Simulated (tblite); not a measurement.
C6H4ClOP.
Numbering: `[O:1]=[CH:2][c:3]1[cH:4][c:5]([Cl:6])[cH:7][cH:8][p:9]1` (hydrogens: H10 on C2; H11 on C4; H12 on C7; H13 on C8)

Structure optimised with GFN2-xTB, isolated species.

Problem. Give the optimised bond lengths and angles.

Solution. 
```
  bond  length (Å)     order
 O1=C2       1.206    double
 C2–C3       1.460    single
 C3–C4       1.389  aromatic
 C4–C5       1.382  aromatic
C5–Cl6       1.733    single
 C5–C7       1.392  aromatic
 C7–C8       1.376  aromatic
 C8–P9       1.740  aromatic
 C3–P9       1.755  aromatic
C2–H10       1.106    single
C4–H11       1.082    single
C7–H12       1.081    single
C8–H13       1.082    single
```

Orders are formal, as drawn. A selection of angles:
```
    angle  degrees
 O1–C2–C3    122.5
 C2–C3–C4    120.9
 C2–C3–P9    113.1
 C4–C3–P9    126.0
 C3–C4–C5    122.7
C4–C5–Cl6    118.5
 C4–C5–C7    123.2
Cl6–C5–C7    118.3
 C5–C7–C8    122.9
 C7–C8–P9    126.6
 C3–P9–C8     98.7
```

Torsions: O1–C2–C3–C4 180° (antiperiplanar).

The 9 heavy atoms lie in one plane (0.001 Å rms). The 6-membered ring C3–C4–C5–C7–C8–P9 has internal angles of 98.7° to 126.6°; it is planar, 0.00 Å rms from its mean plane, widest ring torsion 0°. Of the pairs four or more bonds apart, H10···H11 is among the closest relative to their van der Waals radii: 2.39 Å, 100 % of the sum of Bondi's values. The C–C distances run from 1.376 Å (C7–C8, aromatic) to 1.460 Å (C2–C3, drawn single), a spread of 0.084 Å.

Point group: Cs (tolerance 0.08 Å). Its GFN2-xTB frequencies are all real (lowest 82 cm⁻¹). One conformer, not necessarily the lowest.

These are computed values.
